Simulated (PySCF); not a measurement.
C₂H₅FO₂Si, SMILES C[Si@H](F)C(=O)O.

Geometry: PBE-D3(BJ)/def2-SVP. The structure was generated by enumeration; whether it is a known compound was not checked. The values are those of a single conformer.

Calculation: TDA-PBE/def2-SVPD run with PySCF.

Vertical excitations. 

| state | energy (eV) | λ (nm) | f | main pairs |
|---|---|---|---|---|
| S1 | 4.82 | 257 | 0.006 | HOMO→LUMO 99 % |
| S2 | 6.15 | 202 | 0.043 | HOMO→LUMO+1 65 %, HOMO−1→LUMO 33 % |
| S3 | 6.28 | 197 | 0.014 | HOMO−2→LUMO 36 %, HOMO−1→LUMO 35 %, HOMO→LUMO+1 25 % |
| S4 | 6.56 | 189 | 0.132 | HOMO→LUMO+2 98 % |
| S5 | 6.79 | 183 | 0.004 | HOMO→LUMO+3 96 % |
| S6 | 7.01 | 177 | 0.008 | HOMO−3→LUMO 97 % |
| S7 | 7.35 | 169 | 0.024 | HOMO→LUMO+4 96 % |
| S8 | 7.52 | 165 | 0.013 | HOMO−1→LUMO+1 91 % |
| S9 | 7.71 | 161 | 0.043 | HOMO−2→LUMO+1 36 %, HOMO−2→LUMO 17 %, HOMO→LUMO+5 15 %, HOMO−1→LUMO 8 % |
| S10 | 7.81 | 159 | 0.002 | HOMO−4→LUMO 64 %, HOMO−2→LUMO+1 27 % |
| T1 | 4.12 | 301 | 0 | HOMO→LUMO 100 % |
| T2 | 5.38 | 230 | 0 | HOMO−1→LUMO 65 %, HOMO−2→LUMO 33 % |
| T3 | 5.86 | 212 | 0 | HOMO→LUMO+1 95 % |
| T4 | 5.94 | 209 | 0 | HOMO−2→LUMO 65 %, HOMO−1→LUMO 31 % |
Triplets are in the Tamm–Dancoff approximation.
